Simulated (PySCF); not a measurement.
**Correlation energy of Mg²⁺ (magnesium, charge +2)**

[Ne], closed-shell 1S. Calculation: PySCF 2.14, in aug-cc-pCVTZ-DK; scalar relativity by spin-free X2C-1e. Frozen: 1s2; 8 electrons correlated.

| level | correlation energy (mhartree) |
| --- | --- |
| CCSD | -259.80 |
| (T) | -1.88 |
| CCSD(T) | -261.68 |

Diagnostics: T1 = 0.0021, D1 = 0.0031, largest double amplitude 0.017.

Cost of the coupled-cluster step: about 1.3 core-seconds, for 8 correlated electrons.
